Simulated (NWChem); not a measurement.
System: BH$_{2}$OCl; SMILES OBCl

NWChem input:

```
start job
memory heap 200 mb stack 900 mb global 1100 mb
geometry units angstroms noautosym nocenter noautoz
  B     -0.559168     0.572302     0.000000
  H     -1.759017     0.724972     0.000000
  Cl     0.123323    -1.069454     0.000000
  O      0.238427     1.661251     0.000000
  H      1.188574     1.433105     0.000000
end
basis spherical
  * library def2-svpd
end
dft
  xc b3lyp
  iterations 150
end
property
  response 1 0.0
end
task dft property
```

Output (shortened):

```
             Northwest Computational Chemistry Package (NWChem) 7.3.0
             --------------------------------------------------------

                             Geometry "geometry" -> ""
                             -------------------------

 Output coordinates in angstroms (scale by  1.889725989 to convert to a.u.)

  No.       Tag          Charge          X              Y              Z
 ---- ---------------- ---------- -------------- -------------- --------------
    1 B                    5.0000    -0.55916800     0.57230200     0.00000000
    2 H                    1.0000    -1.75901700     0.72497200     0.00000000
    3 Cl                  17.0000     0.12332300    -1.06945400     0.00000000
    4 O                    8.0000     0.23842700     1.66125100     0.00000000
    5 H                    1.0000     1.18857400     1.43310500     0.00000000

 Effective nuclear repulsion energy (a.u.)      84.0504028841

                              NWChem Property Module
                              ----------------------

                                 NWChem DFT Module
                                 -----------------

 Summary of "ao basis" -> "ao basis" (spherical)
 ------------------------------------------------------------------------------
       Tag                 Description            Shells   Functions and Types
 ---------------- ------------------------------  ------  ---------------------
 B                         def2-svpd                 8       20   4s2p2d
 H                         def2-svpd                 4        8   2s2p
 Cl                        def2-svpd                11       27   5s4p2d
 O                         def2-svpd                 9       23   4s3p2d

            General Information
            -------------------
          SCF calculation type: DFT
          Wavefunction type:  closed shell.
          No. of atoms     :     5
          No. of electrons :    32
           Alpha electrons :    16
            Beta electrons :    16
          Charge           :     0
          Spin multiplicity:     1
          Use of symmetry is: off; symmetry adaption is: off
          Maximum number of iterations: 150
          AO basis - number of functions:    86
                     number of shells:    36
          Convergence on energy requested:  1.00D-06
          Convergence on density requested:  1.00D-05
          Convergence on gradient requested:  5.00D-04

              XC Information
              --------------
                         B3LYP Method XC Potential
                     Hartree-Fock (Exact) Exchange  0.200
                        Slater Exchange Functional  0.800 local
                    Becke 1988 Exchange Functional  0.720 non-local
              Lee-Yang-Parr Correlation Functional  0.810
                  VWN I RPA Correlation Functional  0.190 local

             Grid Information
             ----------------
          Grid used for XC integration:  medium
          Radial quadrature: Mura-Knowles
          Angular quadrature: Lebedev.
          Tag              B.-S. Rad. Rad. Pts. Rad. Cut. Ang. Pts.
          ---              ---------- --------- --------- ---------
          B                   0.85       49          10.0       434
          H                   0.35       45          11.0       434
          Cl                  1.00       88          11.0       590
          O                   0.60       49          11.0       434
          Grid pruning is: on
          Number of quadrature shells:   276
          Spatial weights used:  Erf1

      Superposition of Atomic Density Guess
      -------------------------------------

 Sum of atomic energies:        -559.52658390

      Non-variational initial energy
      ------------------------------

 Total energy =    -560.466334
 1-e energy   =    -937.538256
 2-e energy   =     293.021519
 HOMO         =      -0.418769
 LUMO         =       0.034344

   convergence    iter        energy       DeltaE   RMS-Dens  Diis-err
 ---------------- ----- ----------------- --------- --------- ---------
 d= 0,ls=0.0,diis     1   -561.3158925639 -6.45D+02  1.49D-02  5.48D-01
 d= 0,ls=0.0,diis     2   -561.2803540753  3.55D-02  7.80D-03  9.91D-01
 d= 0,ls=0.0,diis     3   -561.3771030585 -9.67D-02  1.88D-03  3.90D-02
 d= 0,ls=0.0,diis     4   -561.3800250217 -2.92D-03  8.17D-04  6.19D-03
 d= 0,ls=0.0,diis     5   -561.3808448714 -8.20D-04  1.30D-04  1.72D-04
  Resetting Diis
 d= 0,ls=0.0,diis     6   -561.3808674374 -2.26D-05  2.25D-05  2.54D-06
 d= 0,ls=0.0,diis     7   -561.3808677606 -3.23D-07  8.95D-06  2.50D-07

         Total DFT energy =     -561.380867760641
      One electron energy =     -939.648345185758
           Coulomb energy =      335.862243737428
    Exchange-Corr. energy =      -41.645169196448
 Nuclear repulsion energy =       84.050402884137

 Numeric. integr. density =       32.000002017793

                       DFT Final Molecular Orbital Analysis
                       ------------------------------------

 Vector   14  Occ=2.000000D+00  E=-3.679281D-01
              MO Center= -3.8D-01,  5.0D-01,  2.0D-09, r^2= 2.9D+00
   Bfn.  Coefficient  Atom+Function         Bfn.  Coefficient  Atom+Function
  ----- ------------  ---------------      ----- ------------  ---------------
    41      0.327689  3 Cl py                61      0.322895  4 O  py
    38      0.287570  3 Cl py                21     -0.269108  2 H  s
     5     -0.202188  1 B  px                64      0.195879  4 O  py
     6      0.181117  1 B  py                58      0.173502  4 O  s
    35      0.164774  3 Cl py                79     -0.160207  5 H  s

 Vector   15  Occ=2.000000D+00  E=-3.445922D-01
              MO Center=  1.2D-01, -5.5D-01, -7.7D-09, r^2= 2.2D+00
   Bfn.  Coefficient  Atom+Function         Bfn.  Coefficient  Atom+Function
  ----- ------------  ---------------      ----- ------------  ---------------
    42      0.551160  3 Cl pz                39      0.439447  3 Cl pz
    62     -0.280878  4 O  pz                36      0.252190  3 Cl pz
    65     -0.192109  4 O  pz                45      0.080879  3 Cl pz
    68     -0.047973  4 O  pz                 7     -0.034356  1 B  pz
    12     -0.034136  1 B  d -1

 Vector   16  Occ=2.000000D+00  E=-3.304594D-01
              MO Center= -5.4D-02, -7.3D-01,  1.6D-09, r^2= 2.0D+00
   Bfn.  Coefficient  Atom+Function         Bfn.  Coefficient  Atom+Function
  ----- ------------  ---------------      ----- ------------  ---------------
    40      0.548339  3 Cl px                37      0.432254  3 Cl px
    34      0.247323  3 Cl px                41      0.185796  3 Cl py
    21      0.175563  2 H  s                  3      0.144377  1 B  s
     5      0.141679  1 B  px                38      0.135758  3 Cl py
    61      0.126202  4 O  py                43      0.093485  3 Cl px

 Vector   17  Occ=0.000000D+00  E=-2.981580D-02
              MO Center= -5.6D-01,  4.3D-01, -8.5D-10, r^2= 2.6D+00
   Bfn.  Coefficient  Atom+Function         Bfn.  Coefficient  Atom+Function
  ----- ------------  ---------------      ----- ------------  ---------------
     7      0.566310  1 B  pz                10     -0.402999  1 B  pz
    62      0.264554  4 O  pz                42      0.243764  3 Cl pz
    65      0.226018  4 O  pz                39      0.158100  3 Cl pz
    19     -0.144580  1 B  d  1              52     -0.124840  3 Cl d -1
    36      0.086291  3 Cl pz                47     -0.065833  3 Cl d -1

 Vector   18  Occ=0.000000D+00  E=-6.737515D-03
              MO Center=  1.1D+00,  1.1D+00,  8.0D-10, r^2= 7.0D+00
   Bfn.  Coefficient  Atom+Function         Bfn.  Coefficient  Atom+Function
  ----- ------------  ---------------      ----- ------------  ---------------
     4      2.804840  1 B  s                 59     -1.779742  4 O  s
    33     -1.203686  3 Cl s                 66      1.113648  4 O  px
     3      0.710671  1 B  s                 20     -0.651946  1 B  d  2
     8      0.529551  1 B  px                43      0.512829  3 Cl px
     9      0.461352  1 B  py                22      0.461999  2 H  s

 Vector   19  Occ=0.000000D+00  E= 3.223083D-02
              MO Center= -1.7D-01, -8.8D-01, -7.5D-09, r^2= 9.8D+00
   Bfn.  Coefficient  Atom+Function         Bfn.  Coefficient  Atom+Function
  ----- ------------  ---------------      ----- ------------  ---------------
     4      2.043896  1 B  s                 44     -1.083279  3 Cl py
     3     -1.025174  1 B  s                  8      0.913749  1 B  px
    66     -0.740540  4 O  px                22      0.539014  2 H  s
    33     -0.524249  3 Cl s                 20      0.482253  1 B  d  2
    59     -0.408338  4 O  s                  9     -0.360922  1 B  py

     Multipole analysis of the density
     ---------------------------------

     L   x y z        total         alpha         beta         nuclear
     -   - - -        -----         -----         ----         -------
     0   0 0 0     -0.000000    -16.000000    -16.000000     32.000000

     1   1 0 0      0.388846     -0.408044     -0.408044      1.204935
     1   0 1 0      0.136394     -0.053574     -0.053574      0.243542
     1   0 0 1     -0.000000     -0.000000     -0.000000      0.000000

[...]

 DFT Linear Response polarizability / au
 Frequency  =       0.0000000 / au
              X              Y              Z
 -----------------------------------------------
 X      34.6893227     -1.0994133      0.0000000
 Y      -1.0994013     40.9451201      0.0000001
 Z       0.0000000      0.0000001     27.0389703
 -----------------------------------------------
 Eigenvalues =      34.5017335     41.1327093     27.0389703
 Isotropic   =      34.2244710
 Anisotropic =      12.2126195
 -----------------------------------------------

 Magnetic Dipole Response Matrix (nonzero elements):

 Exiting AOResponse driver routine
```

Level: B3LYP/def2-SVPD. Geometry: optimised at PBE-D3(BJ)/def2-SVP.
